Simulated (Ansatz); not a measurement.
Born–Oppenheimer molecular dynamics of BF$_{2}$HS (5 atoms, charge 0, multiplicity 1). It starts at the highest image of a converged band, a first-order saddle point between two minima.

Level of theory: Ansatz, RKS B3LYP-D4/def2-SVPD.

```json
{
  "ensemble": "NVE (velocity Verlet)",
  "time step": "0.5 fs",
  "steps asked": "200",
  "starting velocities drawn for": "300 K",
  "seed": "2495"
}
```

First frame:

```xyz
5
Properties=species:S:1:pos:R:3
B -0.002 0.258 -0.494
F -0.139 0.370 1.173
S 0.257 -1.406 -0.704
H 0.025 -0.674 1.007
F -0.141 1.453 -0.983
```

What does the run give?

All steps were run.

* steps done: 200
* time covered: 100 fs
* mean temperature over the second half: 3113 K
* spread of the potential energy over the second half: 87.8 meV per atom
* mean potential energy of the second half above the start: -218.3 meV per atom

The conserved energy stayed within 0.8 meV per atom of its start (net change -0.74 meV per atom), so the integration is sound. The system heated up, since it started high on the potential surface and ran downhill. A run of 0.1 ps of so small a system gives no equilibrium averages. The orbitals stay closed-shell, which can raise the energy where a bond breaks towards radicals; this wasn't checked here.

What happens to the structure?

The step under study would form F2–H4 and break B1–F2, S3–H4. These pairs go: F2–H4 1.07 → 2.85 Å, B1–F2 1.68 → 1.32 Å, S3–H4 1.88 → 1.50 Å. In the last frame they stand as before the step (other bonds may differ from the relaxed reactants and products). It ends as one piece, BF2HS. Pairs count as bonded within 1.25 times the sum of covalent radii (0.12 Å more for H–H). The details hang on the random start.

How do temperature and energy run in time?


| time (fs) | T (K) | potential energy less start (eV) | conserved less start (meV/atom) |
| --- | --- | --- | --- |
| 0.0 | 300 | 0.000 | 0.00 |
| 3.0 | 184 | 0.045 | 0.06 |
| 6.0 | 188 | 0.043 | 0.00 |
| 9.0 | 111 | 0.073 | 0.04 |
| 12.0 | 68 | 0.090 | 0.07 |
| 15.0 | 197 | 0.040 | 0.01 |
| 18.0 | 203 | 0.038 | 0.04 |
| 21.0 | 251 | 0.020 | 0.09 |
| 24.0 | 750 | -0.174 | 0.15 |
| 27.0 | 2022 | -0.668 | 0.03 |
| 30.0 | 3872 | -1.386 | -0.09 |
| 33.0 | 5283 | -1.934 | -0.37 |
| 36.0 | 4840 | -1.764 | -0.64 |
| 39.0 | 2544 | -0.869 | 0.23 |
| 42.0 | 3211 | -1.130 | -0.24 |
| 45.0 | 4752 | -1.730 | -0.72 |
| 48.0 | 3668 | -1.306 | 0.10 |
| 51.0 | 3478 | -1.232 | 0.01 |
| 54.0 | 4003 | -1.437 | -0.18 |
| 57.0 | 3938 | -1.412 | -0.28 |
| 60.0 | 3022 | -1.056 | -0.01 |
| 63.0 | 2445 | -0.832 | -0.02 |
| 66.0 | 2238 | -0.753 | -0.26 |
| 69.0 | 2104 | -0.699 | 0.12 |
| 72.0 | 2943 | -1.027 | -0.49 |
| 75.0 | 2704 | -0.932 | 0.10 |
| 78.0 | 4019 | -1.444 | -0.45 |
| 81.0 | 3898 | -1.398 | -0.49 |
| 84.0 | 2048 | -0.678 | 0.02 |
| 87.0 | 1187 | -0.343 | 0.13 |
| 90.0 | 1700 | -0.543 | 0.01 |
| 93.0 | 2982 | -1.041 | -0.11 |
| 96.0 | 4626 | -1.678 | -0.10 |
| 99.0 | 5886 | -2.170 | -0.80 |

The run took 4.5 min on 2 threads of Arm Neoverse V2 (shared host), peak memory 0.19 GiB.
